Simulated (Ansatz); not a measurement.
MoF4, SMILES [F][Mo]([F])([F])[F] (connectivity only; charge and spin as stated), neutral, multiplicity 3.

Geometry: B3LYP-D3(BJ)/def2-SVP. A frequency run showed that this geometry is not a minimum. The spin state was assumed, not searched. The def2 effective core potentials stand for the cores of Mo; spin–orbit coupling is left out.

Two levels are set side by side: PBE/def2-SVPD (Ansatz, a quantum-chemistry and plane-wave program) and PBE0/def2-SVPD (Ansatz). Energy differences of separate SCF runs at the same geometry; the states with an electron removed or added have multiplicity 2 and 4. Differences are taken from unrounded values.

| quantity | PBE0 | PBE | PBE minus PBE0 |
|---|---|---|---|
| vertical ionisation energy (eV) | 10.91 | 10.07 | -0.84 |
| vertical electron affinity (eV) | 2.97 | 2.38 | -0.59 |
